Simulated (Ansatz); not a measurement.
Isolated molecules relaxed with PBE0-D4/def2-TZVP in Ansatz; ΔE leaves out vibrations. CBS: MP2 limit from def2 TZ/QZ plus the TZ coupled-cluster correction, frozen cores. This one scheme is used for every species. DFT in def2-TZVPP. B3LYP here is the variant with VWN-RPA as its local correlation; programs differ in this. HSE06 is defined as in plane-wave codes. Each species was taken in one conformer, which may not be the lowest.

Consider the hydrogenolysis of the Si–O bond: `B[Si](O)(F)Cl` + H₂ → `B[SiH](F)Cl` + H₂O.

`B[Si](O)(F)Cl`:

Z-matrix (Å, degrees):
```
Si
O 1 1.624
F 1 1.594 2 108.7
B 1 1.994 2 112.3 3 128.0
Cl 1 2.059 2 111.3 3 -115.6
H 2 0.960 1 119.5 3 51.1
H 4 1.193 1 120.7 2 -150.9
H 4 1.193 1 120.1 2 33.8
```

H₂:

Cartesian coordinates in Å:
```
H -0.291 0.173 0.156
H 0.291 -0.173 -0.156
```

`B[SiH](F)Cl`:

Cartesian coordinates in Å:
```
B -0.215 0.561 -1.067
Si -0.042 -0.265 0.744
F -1.051 -1.475 0.999
Cl 1.869 -1.023 0.633
H 0.196 1.665 -1.260
H -0.639 -0.065 -1.990
H -0.119 0.602 1.941
```

H₂O:

Cartesian coordinates in Å:
```
O 0.323 -0.202 0.081
H 0.066 0.654 0.431
H -0.388 -0.452 -0.512
```

| level | ΔE (kJ/mol) | difference from CCSD(T)/CBS |
| --- | --- | --- |
| LDA (SPW92) | 99.3 | 2.2 |
| PBE-D4 | 94.1 | -3.0 |
| revPBE-D4 | 96.9 | -0.2 |
| r2SCAN-D4 | 104.8 | 7.7 |
| B97M-V | 102.2 | 5.1 |
| PBE0-D4 | 93.8 | -3.3 |
| B3LYP-D4 | 100.6 | 3.5 |
| r2SCAN0-D4 | 102.5 | 5.4 |
| HSE06-D4 | 93.5 | -3.6 |
| BHLYP-D4 | 101.5 | 4.4 |
| CAM-B3LYP-D4 | 102.0 | 4.9 |
| ωB97X-V | 98.6 | 1.5 |
| ωB97M-V | 101.1 | 4.0 |
| B2PLYP | 98.8 | 1.7 |
| PBE-QIDH | 96.9 | -0.2 |
| PBE | 90.0 | -7.1 |
| revPBE | 85.8 | -11.3 |
| r2SCAN | 103.8 | 6.7 |
| PBE0 | 90.3 | -6.8 |
| B3LYP | 94.0 | -3.1 |
| r2SCANh | 102.8 | 5.7 |
| r2SCAN0 | 101.3 | 4.2 |
| HSE06 | 90.2 | -6.9 |
| BHLYP | 96.4 | -0.7 |
| CAM-B3LYP | 98.4 | 1.3 |
| LC-ωPBE | 94.0 | -3.1 |
| RPA@PBE/def2-TZVPP | 93.1 | -4.0 |
| MP2/def2-SVP | 96.4 | -0.7 |
| CCSD/def2-SVP | 86.4 | -10.7 |
| CCSD(T)/def2-SVP | 88.3 | -8.8 |
| HF/def2-TZVPP | 92.9 | -4.2 |
| MP2/def2-TZVPP | 103.5 | 6.4 |
| SCS-MP2/def2-TZVPP | 99.9 | 2.8 |
| CCSD(T)/def2-TZVPP | 97.9 | 0.8 |
| HF/def2-QZVPP | 93.1 | -4.0 |
| MP2/def2-QZVPP | 103.0 | 5.9 |
| SCS-MP2/def2-QZVPP | 99.5 | 2.4 |
| HF/CBS(def2) | 93.1 | -4.0 |
| MP2/CBS(def2) | 102.6 | 5.5 |
| CCSD/CBS(def2) | 94.7 | -2.4 |
| CCSD(T)/CBS | 97.1 | 0 |

(1) What do rigid-rotor, harmonic-oscillator terms from PBE0-D4/def2-TZVP frequencies (298.15 K, 1 bar) make of the CCSD(T)/CBS value? (Best estimate.)

Largest T1 diagnostic among the species: 0.011.

Answers

(1) Ansatz gave: ΔZPE = +14.2 kJ/mol, ΔH = +108.8 kJ/mol, ΔS = 31 J/(mol·K), ΔG = +99.7 kJ/mol.

From BLYP to BHLYP (50 % exact exchange), in def2-TZVPP and without D4, ΔE moves by +3.6 kJ/mol. In def2-TZVPP, CCSD(T) changes the Hartree–Fock value by +4.9 kJ/mol (the triples alone add +2.4 kJ/mol) and MP2 by +10.5 kJ/mol.
